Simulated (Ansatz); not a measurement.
B₆H⁺. Total charge 1; singlet. Geometry PBE0-D4/def2-SVP.

```xyz
7

B    -0.0170   -0.0950   -0.0014
B     3.6329    2.1928    1.8628
B    -2.6055   -1.2096   -1.3641
B    -1.2897   -0.6442   -0.6715
B     2.6074    0.9175    1.3864
B     1.2609    0.4711    0.6700
H    -3.5891   -1.6326   -1.8822
```

The restricted singlet is unstable towards broken spin symmetry in Hartree–Fock (as tested in another run); at PBE-D4/def2-TZVP, r2SCAN-D4/def2-TZVP, PBE0-D4/def2-TZVP, BHLYP-D4/def2-TZVP this wasn't settled. Another isomer (singlet) lies 5.04 eV lower at PBE0-D4/def2-TZVP; other spin states weren't run for this one.

Question: Estimate the orbital energies around the gap (eV) in Ansatz with PBE-D4/def2-TZVP, r2SCAN-D4/def2-TZVP, PBE0-D4/def2-TZVP, BHLYP-D4/def2-TZVP.

Answer: 
```tsv
orbital	PBE-D4/def2-TZVP	r2SCAN-D4/def2-TZVP	PBE0-D4/def2-TZVP	BHLYP-D4/def2-TZVP
HOMO−5	-15.92	-16.42	-17.64	-19.22
HOMO−4	-14.85	-15.28	-16.51	-18.03
HOMO−3	-13.66	-13.98	-15.11	-16.70
HOMO−2	-11.00	-11.02	-11.56	-12.17
HOMO−1	-10.96	-11.02	-11.44	-11.98
HOMO	-10.30	-10.42	-11.11	-11.88
LUMO	-10.28	-10.21	-9.65	-8.59
LUMO+1	-10.22	-10.19	-9.65	-8.57
LUMO+2	-8.81	-8.60	-7.87	-6.78
LUMO+3	-8.73	-8.55	-7.83	-6.75
LUMO+4	-6.94	-6.59	-5.86	-4.61
LUMO+5	-6.91	-6.58	-5.84	-4.60
```
